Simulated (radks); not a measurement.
Values are calculated unless marked as measured or tabulated.
Spherical quantum dot in the effective-mass picture: electrons in a hard-walled sphere of radius 2.69, all in effective atomic units (hartree* = m*/eps^2 hartree, bohr* = eps/m* bohr), one dielectric constant everywhere. Level of theory: non-relativistic Kohn-Sham, PBEsol, spin-polarised, spherical densities (a radial shooting solver with Libxc functionals). Levels are named by radial order and angular momentum (1s, 1p, 1d, 2s, ...), and open shells are averaged over m. Each electron was tried in the lowest free levels, single moves between levels near the top were tried too, and the lowest total energy was kept; such a search can miss a lower state. At N = 1 the Hartree and exchange-correlation terms need not cancel, so that row can carry a self-interaction error.

N,open shells,2S,mu = E(N) - E(N-1) (hartree*),addition energy mu(N+1) - mu(N) (hartree*),e(HOMO) (hartree*),rms radius (bohr*)
1,"1s(up 1, down 0)",1,0.69231,0.6055,0.92491,1.439
2,none,0,1.2978,1.105,1.5309,1.488
3,"1p(up 1, down 0)",1,2.4028,0.4680,2.6331,1.579
4,"1p(up 2, down 0)",2,2.8707,0.4810,3.1102,1.629
5,"1p(up 3, down 0)",3,3.3517,0.6225,3.5938,1.663
6,"1p(up 3, down 1)",2,3.9741,0.4562,4.1990,1.691
7,"1p(up 3, down 2)",1,4.4303,0.4684,4.6634,1.712
8,none,0,4.8987,1.228,5.1348,1.731
9,"1d(up 1, down 0)",1,6.1265,0.4537,6.3527,1.756
10,"1d(up 2, down 0)",2,6.5802,0.4565,6.8081,1.777
11,"1d(up 3, down 0)",3,7.0368,0.4581,7.2656,1.794
12,"1d(up 4, down 0)",4,7.4948,0.4589,7.7242,1.810
13,"1d(up 5, down 0)",5,7.9537,0.5885,8.1833,1.823
14,"1d(up 5, down 1)",4,8.5422,0.4464,8.7648,1.836
15,"1d(up 5, down 2)",3,8.9886,0.4493,9.2129,1.847
16,"1d(up 5, down 3)",2,9.4379,0.4510,9.6632,1.857
17,"1d(up 5, down 4)",1,9.8889,0.4521,10.115,1.867
18,none,0,10.341,1.358,10.567,1.876
19,"1f(up 1, down 0)",1,11.699,0.4424,11.920,1.886
20,"1f(up 2, down 0)",2,12.141,0.4432,12.363,1.896
21,"1f(up 3, down 0)",3,12.585,0.4437,12.806,1.905
22,"1f(up 4, down 0)",4,13.028,0.4440,13.250,1.913
23,"1f(up 5, down 0)",5,13.472,0.4443,13.694,1.921
24,"1f(up 6, down 0)",6,13.917,0.4444,14.139,1.928
25,"1f(up 7, down 0)",7,14.361,0.5660,14.583,1.935
26,"1f(up 7, down 1)",6,14.927,-,15.146,1.941

All shells are closed at N = 2, 8, 18 (there: 1s2 1p6 1d10); the second difference of the energy has clear peaks (12 % above both neighbours; the first and last values, which can be the largest, are not judged, and half-filled shells can peak too) at N = 2, 5, 8, 13, 18.
